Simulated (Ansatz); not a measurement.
`C[Si](N)(O)[SiH3]` + H₂ → `C[SiH](N)O` + SiH₄  (hydrogenolysis of the Si–Si bond)

Computed with Ansatz on PBE0-D4/def2-TZVP structures; ΔE is electronic, products minus reactants. CCSD(T)/CBS is the MP2 limit (def2-TZVPP, def2-QZVPP) plus CCSD(T) − MP2 in def2-TZVPP, frozen cores. This one scheme is used for every species. Functionals use def2-TZVPP. B3LYP here is the variant with VWN-RPA as its local correlation; programs differ in this. Each species was taken in one conformer, which may not be the lowest.

```
             level  ΔE (kJ/mol)
         r2SCAN-D4        -21.6
           ωB97M-V        -32.6
               PBE        -19.5
            r2SCAN        -24.0
              PBE0        -26.4
             B3LYP        -39.3
SCS-MP2/def2-TZVPP        -38.6
   CCSD/def2-TZVPP        -37.4
```

Problem. What does CCSD(T)/CBS give? (An estimate is asked.)

Solution. Ansatz gave: -28.1 kJ/mol. The listed levels differ from it by 6.5, -4.5, 8.6, 4.1, 1.7, -11.2, -10.5, -9.3 kJ/mol.

Largest T1 diagnostic among the species: 0.012.

In def2-TZVPP, CCSD(T) changes the Hartree–Fock value by +31.4 kJ/mol (the triples alone add +5.9 kJ/mol) and MP2 by +31.6 kJ/mol. From PBE to PBE0 (25 % exact exchange), in def2-TZVPP and without D4, ΔE moves by −6.9 kJ/mol.
